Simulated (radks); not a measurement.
Q: These are the eigenvalues of the occupied orbitals of an atom or ion with whole-number occupations (eV). Calculated with a radial shooting solver on a logarithmic mesh with Libxc functionals: non-relativistic Kohn-Sham, LDA (Slater exchange, Perdew-Wang correlation), spin-unpolarised, spherical densities, point nucleus.

| orbital | eigenvalue |
|---|---|
| 1s | -7650.366 |
| 2s | -1035.312 |
| 2p | -920.0735 |
| 3s | -236.7809 |
| 3p | -201.2527 |
| 3d | -142.3226 |

Which element is it, and in what charge state? The configuration may be excited.

A: Z = 27, cobalt, charge +7: Co7+ in [Ar] 3d2. The list shows which subshells hold electrons but not how many an open one holds; the 1s level, -281.15 hartree, gives Z - s = 23.7 by -(Z - s)^2/2, which with screening narrows Z to a few neighbours, and the depths of the outer levels then fix element, charge and occupations together.
